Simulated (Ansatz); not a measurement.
Sr₄Te₄⁺, relaxed as a doublet with UKS PBE-D4/def2-SVP in Ansatz, starting from the GFN1-xTB geometry. Force threshold 0.03 eV/Å.

In the def2 sets Sr, Te take a core potential; there is no spin–orbit coupling. The relaxation made no stability test and no search for a lower SCF solution. The structure comes from a short search, and lower isomers may exist.

Start:

```xyz
8

Sr    0.5736    0.3342   -3.0583
Sr   -0.7143    0.3296    0.9975
Sr    2.4479    2.4999    1.9389
Sr   -2.6059   -2.8960    0.5021
Te    1.0944    2.2464   -0.8152
Te    0.1380   -2.0528   -1.0209
Te   -2.1194   -0.6684   -1.8344
Te    1.1857    0.2071    3.2901
```

Question: Estimate the energy that the relaxation releases and the steps that it takes.

Answer: 3.03 eV, in 37 steps; 9.3 min on 4 threads of Arm Neoverse N1 on a shared host. The force fell under the threshold at step 8, but the optimiser went on and released 2.708 eV more. No frequencies were taken in this run, so the end may be a saddle point.

Question: Does the start keep its bonding?

Answer: Bonds lost: Sr2–Te6, Te6–Te7 (atoms count from 1). Bonds formed: Sr3–Te6, Sr4–Te8 (atoms count from 1). Metal–metal contacts that move far: Sr1–Sr4 5.76 to 4.26 Å, Sr1–Sr3 5.76 to 4.26 Å.

Question: Predict the relaxed structure.

Answer: 
Cartesian coordinates in Å:
```
Sr 0.254 0.061 -2.455
Sr -1.581 1.755 0.710
Sr 2.554 0.785 1.061
Sr -1.303 -2.495 0.581
Te 1.009 2.686 -0.854
Te 1.709 -1.961 -0.328
Te -2.657 -0.432 -1.310
Te 0.016 -0.398 2.593
```
Bond lengths (bridged metal pairs left out): 12 × Sr–Te 3.11 to 3.28 Å.
